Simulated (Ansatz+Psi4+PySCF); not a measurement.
## quintet FeO: levels of theory in one basis

```tsv
atom	x (Å)	y (Å)	z (Å)
Fe	0.0000	0.0000	0.0000
O	0.0000	0.0000	1.6160
```

Basis set: cc-pVTZ (spherical functions). Left uncorrelated: 10 orbitals. Correlation on ROHF uses semicanonical orbitals with singles. Charge 0, multiplicity 5.

Computed with Ansatz (development build ahead of 0.2.0); each method stands on the lowest determinant of its kind that the runs found.

```csv
method,E − E(ROHF) (eV),<S²> of the determinant
ROHF,0.00,6.00
UHF,-1.71,6.83
ROHF-MP2,-13.67,–
UHF-MP2,-12.31,6.83
UHF-CCSD,-13.69,6.83
UHF-CCSD(T),-14.49,6.83
```

Caution: another spin multiplicity may lie lower. Caution for ROHF, ROHF-MP2: an unrestricted determinant lies well below. Caution for UHF, UHF-MP2, UHF-CCSD, UHF-CCSD(T): the unrestricted determinant is a mixture of spin states; the determinant breaks the point group. Caution for UHF-MP2, UHF-CCSD, UHF-CCSD(T): large amplitudes, a single reference is doubtful.
